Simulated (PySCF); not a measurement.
## Heteronuclear NMR

Atom-mapped SMILES (the numbers label the heavy atoms): `[OH:1][Si:2]([OH:3])([OH:4])[OH:5]`. Hydrogens are named by the atom that carries them.

In vacuum, one conformer, no relativistic terms, averaged over atoms made equivalent by symmetry, fast rotation or ring inversion. GIAO B97-2/pcSseg-2 shieldings; structure optimised with PBE0-D3(BJ)/def2-TZVP; PySCF 2.14.

(1) Predict the ²⁹Si NMR data.

(2) Where does ¹⁷O resonate?

## Answers

(1) 
```tsv
atoms	environment	σ (ppm)	δ (ppm)
Si2	silicon bonded to 4 O	417.0	-69.8
```

Shieldings were converted by a linear fit to measured shifts: ²⁹Si: δ = 302.65 − 0.893σ (rms 6.0 ppm, 44 shifts, 28.9 ppm with the 5 outliers that the fit left out vs TMS, solution or neat liquid). A few per cent of atoms miss by over 2 rms, more outside the fitted compound classes.

On a 500 MHz spectrometer ²⁹Si resonates near 99.3 MHz, so 1 ppm is 99.3 Hz.

(2) 
```tsv
atoms	environment	σ (ppm)	δ (ppm)
O1/O3/O4/O5	oxygen bonded to Si, H	285.5	3.7
```

Shieldings were converted by a linear fit to measured shifts: ¹⁷O: δ = 274.03 − 0.947σ (rms 12.2 ppm, 99 shifts vs liquid water, solution or neat liquid). Occasional misses reach two or three times the rms, and more in compound classes unlike the fitted ones.

On a 400 MHz spectrometer ¹⁷O resonates near 54.2 MHz, so 1 ppm is 54.2 Hz.
